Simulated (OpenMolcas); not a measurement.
**Levels of As+ by method**

```
Program             : OpenMolcas 26.06
Basis               : ANO-RCC-VTZP [6s5p3d1f]
Scalar Hamiltonian  : DKH2, point nucleus
Active space        : 4 electrons in 8 orbitals (4s 4p 5s 5p)
State averaging     : 2S+1 = 3 even, 3 roots; 2S+1 = 1 even, 6 roots; 2S+1 = 5 odd, 1 root; 2S+1 = 3 odd, 5 roots (0 in the spin-orbit step)
Spin-orbit coupling : RASSI with atomic mean-field integrals over the reference wave functions, term energies averaged over their components
```

Methods on the same reference wave functions:
A. CASSCF
B. SS-CASPT2, IPEA 0.25 Eh, imaginary shift 0.1 Eh (closed shells correlated: 3d)

Energies in cm-1 above 4s2 4p2 3P0, the measured ground level; measured values from NIST Handbook of Basic Atomic Spectroscopic Data.

```
       Level      A      B  Measured
 4s2 4p2 3P0    0.0    0.0       0.0
 4s2 4p2 3P1    900    893      1063
 4s2 4p2 3P2   2217   2190      2541
 4s2 4p2 1D2  12130  10180     10096
 4s2 4p2 1S0  21251  21970     22599
4s 4p3 5S* 2  44315  50010     54817
```

Deviations, from unrounded energies. A percentage is the sum of absolute deviations over the sum of measured energies, with the sign that they share, or ± where signs differ.

| Against measurement | Levels | A | B |
| --- | --- | --- | --- |
| mean absolute deviation (cm-1) | 5 | 2900 | 1200 |
| fine structure of the ground term (%) | 2 | -13.5 | -14.6 |
| other terms of the ground configuration (%) | 2 | ±10.3 | ±2.2 |
| other configurations (%) | 1 | -19.2 | -8.8 |

B lies closest to measurement on these levels. The largest miss of B in the table is 4s 4p3 5S* 2, by -4800 cm-1. The ranking rests on the paired levels alone, and a cruder setting can come out closer through cancelling errors.

From A to B the spin-free energies of the other terms of 4s2 4p2 shown, above 3P, scale by factors of 0.81 to 1.04.

The lowest spin-free term lies below A's lowest term by 0.092 hartree in B.

CASPT2 does not keep the components of a term degenerate, so their means are used; among the terms shown or strongly mixed into the levels shown the widest spread is 58 cm-1 (4s2 4p2 1D, B). Some high roots are left out of the spin-orbit mixing, which shifts the levels that they would mix with. Active for correlation alone: 5p 5s; no level in the range computed is led by a configuration that fills them, so any true level of that kind is missing. Terms of s pⁿ other than that of highest spin mix with s² pⁿ⁻² d, which this space lacks; all of them can be thousands of cm-1 off, and some have no real level of that name. Without dynamic correlation excited terms often stand tens of per cent too high (terms of higher spin than the ground term too low), and those without a measured partner can miss by more than the paired ones (holds for A). Computed and measured levels are paired by configuration, term and J; levels that our copy of the source lacks, or whose pairing is in doubt (as where it misses far off the trend of its configuration), stay unpaired and out of the deviations. Only configurations of the active space appear.

* marks odd parity.
